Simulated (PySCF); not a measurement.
## Basis-set dependence of population analyses: `C[S+](C)[AlH2-][F]`

C2H8AlFS.
SMILES with atom numbers: `[CH3:1][S+:2]([CH3:3])[AlH2-:4][F:5]` (hydrogens: H6, H7, H8 on C1; H9, H10, H11 on C3; H12, H13 on Al4)

PBE0 throughout (PySCF), one geometry, spherical d and f functions. One conformer (not necessarily the lowest) at the PBE0-D3(BJ)/def2-SVP geometry, without solvent, vibrations or thermal averaging. Atoms taken as equivalent share a column and are averaged.

Mulliken charges (e):

```csv
basis,functions,C1/C3,S2,Al4,F5,H6 (×6),H12/H13
STO-3G,41,-0.316,+0.213,+0.650,-0.330,+0.106,-0.269
6-31G,69,-0.754,+0.228,+0.820,-0.548,+0.241,-0.218
pcSseg-0,69,-0.890,+0.042,+1.033,-0.534,+0.304,-0.294
6-31G*,94,-0.705,+0.179,+0.557,-0.489,+0.241,-0.141
cc-pVDZ,118,-0.186,+0.002,+0.448,-0.432,+0.105,-0.138
def2-SVP,118,-0.171,-0.142,+0.677,-0.443,+0.113,-0.214
aug-cc-pVDZ,195,+0.358,+0.127,+0.267,-0.671,-0.114,+0.121
"6-311+G(2d,p)",199,-0.745,+0.599,+0.621,-0.600,+0.199,-0.162
def2-TZVP,215,-0.378,+0.027,+0.395,-0.415,+0.170,-0.135
cc-pVTZ,270,-0.288,+0.063,+0.378,-0.391,+0.134,-0.139
IGLO-III,273,-0.535,+0.100,+1.082,-0.634,+0.187,-0.298
pcSseg-2,306,-0.140,+0.009,+0.872,-0.559,+0.088,-0.286
```

IAO charges (e):

```csv
basis,functions,C1/C3,S2,Al4,F5,H6 (×6),H12/H13
STO-3G,41,-0.473,+0.321,+0.866,-0.512,+0.150,-0.313
6-31G,69,-0.518,+0.247,+0.671,-0.586,+0.184,-0.199
pcSseg-0,69,-0.508,+0.226,+0.683,-0.569,+0.183,-0.209
6-31G*,94,-0.505,+0.280,+0.741,-0.600,+0.173,-0.226
cc-pVDZ,118,-0.502,+0.282,+0.733,-0.600,+0.173,-0.224
def2-SVP,118,-0.492,+0.278,+0.751,-0.596,+0.170,-0.234
aug-cc-pVDZ,195,-0.508,+0.282,+0.747,-0.613,+0.175,-0.225
"6-311+G(2d,p)",199,-0.518,+0.293,+0.764,-0.616,+0.176,-0.232
def2-TZVP,215,-0.521,+0.298,+0.769,-0.616,+0.176,-0.234
cc-pVTZ,270,-0.519,+0.291,+0.762,-0.614,+0.177,-0.231
IGLO-III,273,-0.521,+0.299,+0.767,-0.617,+0.177,-0.233
pcSseg-2,306,-0.520,+0.294,+0.769,-0.616,+0.177,-0.233
```

Hirshfeld charges (e):

| basis | functions | C1/C3 | S2 | Al4 | F5 | H6 (×6) | H12/H13 |
| --- | --- | --- | --- | --- | --- | --- | --- |
| STO-3G | 41 | -0.032 | +0.145 | +0.443 | -0.284 | +0.031 | -0.214 |
| 6-31G | 69 | -0.082 | +0.119 | +0.367 | -0.336 | +0.060 | -0.173 |
| pcSseg-0 | 69 | -0.086 | +0.161 | +0.388 | -0.326 | +0.054 | -0.189 |
| 6-31G* | 94 | -0.078 | +0.117 | +0.341 | -0.311 | +0.061 | -0.177 |
| cc-pVDZ | 118 | -0.094 | +0.150 | +0.358 | -0.303 | +0.058 | -0.183 |
| def2-SVP | 118 | -0.097 | +0.171 | +0.357 | -0.306 | +0.058 | -0.188 |
| aug-cc-pVDZ | 195 | -0.110 | +0.149 | +0.390 | -0.317 | +0.060 | -0.182 |
| 6-311+G(2d,p) | 199 | -0.103 | +0.145 | +0.386 | -0.318 | +0.060 | -0.183 |
| def2-TZVP | 215 | -0.105 | +0.148 | +0.370 | -0.308 | +0.061 | -0.182 |
| cc-pVTZ | 270 | -0.105 | +0.147 | +0.367 | -0.303 | +0.061 | -0.182 |
| IGLO-III | 273 | -0.111 | +0.166 | +0.370 | -0.307 | +0.059 | -0.182 |
| pcSseg-2 | 306 | -0.111 | +0.151 | +0.384 | -0.313 | +0.061 | -0.184 |

Some averages cover members that differ in this geometry, most widely: H6 (×6), Mulliken in aug-cc-pVDZ -0.152 to -0.075; H6 (×6), Mulliken in 6-311+G(2d,p) +0.175 to +0.223; H6 (×6), Mulliken in IGLO-III +0.169 to +0.213; H6 (×6), Mulliken in 6-31G +0.222 to +0.261 e.

Question: Which scheme is steadiest as the basis changes?

Answer: Largest range over the bases for any column: Hirshfeld 0.10 e, IAO 0.20 e, Mulliken 1.25 e. Hirshfeld charges move least and Mulliken charges most, counted in e. Without the minimal STO-3G basis the ranges are Hirshfeld 0.05, IAO 0.10, Mulliken 1.25 e.

Question: How much do the charges still move between the two largest bases, IGLO-III and pcSseg-2?

Answer: At most, over all atoms: Mulliken 0.396 e, IAO 0.005 e, Hirshfeld 0.015 e.

Question: What do the same runs give for the total energy, the frontier levels and the dipole moment?

Answer: 
```tsv
basis	energy (Eh)	HOMO (eV)	LUMO (eV)	μ (D)
STO-3G	-811.3905	-2.83	5.49	3.82
6-31G	-820.9850	-7.90	0.52	4.05
pcSseg-0	-819.9555	-7.99	0.54	4.21
6-31G*	-821.0741	-7.68	0.38	4.17
cc-pVDZ	-821.1174	-7.72	0.38	4.22
def2-SVP	-820.7777	-7.73	0.45	4.30
aug-cc-pVDZ	-821.1386	-7.81	-0.32	4.19
6-311+G(2d,p)	-821.1958	-7.82	-0.23	4.24
def2-TZVP	-821.2160	-7.79	-0.01	4.25
cc-pVTZ	-821.2133	-7.78	0.07	4.22
IGLO-III	-821.2199	-7.80	-0.03	4.23
pcSseg-2	-821.2293	-7.82	-0.15	4.24
```

The dipole is fixed by the density alone, so its range of 0.48 D shows that the density itself changes with the basis, not only its division among atoms.
